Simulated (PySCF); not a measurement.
A side-by-side comparison of computed properties.

First species: CH6AsGeN.
Structure used (PBE0-D3(BJ)/def2-SVP), in Å, numbered top down from 1:
```
atom  x, y, z in Å
C1     1.4029   -0.9063    0.3321
N2     1.4016    0.3542    0.2933
Ge3   -0.1447    1.3557    0.0154
As4   -2.1920    0.0969   -0.3510
H5     2.3528   -1.4469    0.5036
H6     0.5073   -1.5533    0.2057
H7     0.1287    2.2341   -1.2176
H8    -0.3121    2.2444    1.2600
H9    -1.5168   -0.8358   -1.3526
H10   -1.9047   -0.8476    0.8134
```

Second species: C10H17PSi.
Atom-mapped SMILES: `[CH3:1][Si:2]([CH3:3])([CH3:4])[CH2:5][PH:6][c:7]1[cH:8][cH:9][cH:10][cH:11][cH:12]1` (hydrogens: H13, H14, H15 on C1; H16, H17, H18 on C3; H19, H20, H21 on C4; H22, H23 on C5; H24 on P6; H25 on C8; H26 on C9; H27 on C10; H28 on C11; H29 on C12)

Levels: PBE0/def2-SVPD for dipole moment, HOMO energy, LUMO energy, HOMO–LUMO gap, static isotropic polarisability and electronic spatial extent ⟨r²⟩ about the centre of nuclear charge; TDDFT PBE0/def2-SVPD for lowest singlet excitation; TDA PBE0/def2-SVPD for lowest triplet excitation (Tamm–Dancoff); PBE0-D3(BJ)/def2-SVP for rotational constant A and rotational constant C. Geometries: PBE0-D3(BJ)/def2-SVP. Each species is one conformer at its optimised geometry, gas phase, non-relativistic unless stated; the electronic structure was computed with PySCF and density fitting.

Dipoles, sizes and rotational constants follow the conformer. The torsions of the flexible species, by atom-mapped SMILES:
- `[CH2:1]=[N:2][GeH2:3][AsH2:4]`: C1–N2–Ge3–As4 -2°, H–As4–Ge3–N2 -46°, H–As4–Ge3–N2 46°
- `[CH3:1][Si:2]([CH3:3])([CH3:4])[CH2:5][PH:6][c:7]1[cH:8][cH:9][cH:10][cH:11][cH:12]1`: C1–Si2–C5–P6 -178°, Si2–C5–P6–C7 171°, C5–P6–C7–C8 96°

Task: Which has the higher T1 energy?

Result: The second: 3.92 eV against 3.51 eV, a difference of 0.41 eV.

Task: Which of the two has the higher rotational constant C, and by how much?

Result: The first: 1.161 GHz against 0.287 GHz, a difference of 0.874 GHz.

Task: Which has the higher dipole moment?

Result: The second: 1.36 D against 1.31 D, a difference of 0.05 D.

Task: Which of the two has the higher S1 energy, and by how much?

Result: The second: 4.99 eV against 4.15 eV, a difference of 0.84 eV.

Task: Which has the higher LUMO energy?

Result: The second: -0.61 eV against -0.82 eV, a difference of 0.21 eV.

Task: Which has the higher HOMO energy?

Result: The second: -6.62 eV against -6.86 eV, a difference of 0.24 eV.

Task: Which of the two has the higher static isotropic polarisability, and by how much?

Result: The second: 172.9 au against 86.5 au, a difference of 86.4 au.

Task: Which of the two has the higher ⟨r²⟩, and by how much?

Result: The second: 4046 bohr² against 912 bohr², a difference of 3134 bohr².

On the first: In wavenumbers S1 is 33500 cm⁻¹ (1 eV = 8065.54 cm⁻¹). S1 lies 1.89 eV below the HOMO–LUMO gap; its leading configuration is HOMO→LUMO, weight 0.93. The calculation is non-relativistic and has no spin–orbit coupling, an omission that weighs most on arsenic and germanium.

On the second: The vertical singlet–triplet gap S1 − T1 is 1.07 eV (TDDFT singlet less Tamm–Dancoff triplet; S1: HOMO→LUMO, weight 0.90; T1: HOMO→LUMO, weight 0.41). A dipole of 1.36 D is allowed in C1, and pure rotational transitions are dipole-allowed.
